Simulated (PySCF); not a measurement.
Radial density of Hf³⁵⁺ (hafnium, charge +35)

M06-2X, [Kr] 4d1, 2D determinant. Calculation: PySCF 2.14, in an uncontracted even-tempered set (19 s from 3.2 bohr⁻², ratio 2.5; 14 p from 4.1 bohr⁻², ratio 2.5; 9 d from 4.1 bohr⁻², ratio 2.5; 4 f from 17 bohr⁻², ratio 2.7; 3 g from 25 bohr⁻², ratio 2.7); scalar relativity by spin-free X2C-1e.

```tsv
r (bohr)	4πr²ρ (e/bohr)	4πr²(ρα − ρβ)
0.0202	89.35	0.0029
0.0340	98.52	0.0405
0.0573	131.0	0.3087
0.0963	97.50	1.0619
0.162	115.6	0.6715
0.272	48.98	0.6558
0.458	29.32	2.9355
0.771	2.125	0.2596
1.30	0.002176	0.0005
```

Densities and radii are taken from the X2C orbitals without a picture-change correction, which distorts them close to the nucleus.

Spin-orbit coupling, absent here, splits the open shell strongly.
